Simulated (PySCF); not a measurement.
From one molecule to another.

First species: C7H10Cl2.
SMILES: `CC1CC(=CC(Cl)Cl)C1`

Second species: C10H14.
SMILES: `C#C/C(CC)=C(\C)CC=C`

Levels: PBE0/pcSseg-1 for dipole moment, HOMO energy, LUMO energy and HOMO–LUMO gap; GFN2-xTB for rotational constant A and rotational constant C. Geometries: GFN2-xTB. Each structure is a single optimised conformer of the isolated species, non-relativistic unless stated. Electronic properties by PySCF.

Dipoles, sizes and rotational constants follow the conformer. The torsions of the flexible species, by atom-mapped SMILES:
- `[CH3:1][CH:2]1[CH2:3][C:4](=[CH:5][CH:6]([Cl:7])[Cl:8])[CH2:9]1`: C4–C5–C6–Cl7 -120°
- `[CH:1]#[C:2]/[C:3]([CH2:4][CH3:5])=[C:6](\[CH3:7])[CH2:8][CH:9]=[CH2:10]`: C2–C3–C4–C5 84°, C3–C6–C8–C9 -95°, C6–C8–C9–C10 -117°

| property | column X | column Y |
| --- | --- | --- |
| dipole moment | 3.51 D | 0.73 D |
| HOMO energy | -7.41 eV | -6.47 eV |
| LUMO energy | -0.62 eV | -0.59 eV |
| HOMO–LUMO gap | 6.79 eV | 5.88 eV |
| rotational constant A | 2.272 GHz | 1.916 GHz |
| rotational constant C | 0.460 GHz | 0.656 GHz |

Question: Which column belongs to which species?

Answer: Column X is the first species and column Y the second. The first has 19 atoms and 86 electrons, the second 24 and 74.

Question: How does each property change from the first species to the second?

Answer: dipole moment -2.78 D; HOMO energy +0.94 eV; LUMO energy +0.03 eV; HOMO–LUMO gap -0.91 eV; rotational constant A -0.356 GHz; rotational constant C +0.196 GHz.

On the first: In atomic units the dipole is 1.38 e·bohr (1 au = 2.5417 D).

On the second: A dipole of 0.73 D is allowed in C1, and pure rotational transitions are dipole-allowed. In atomic units the dipole is 0.29 e·bohr (1 au = 2.5417 D).
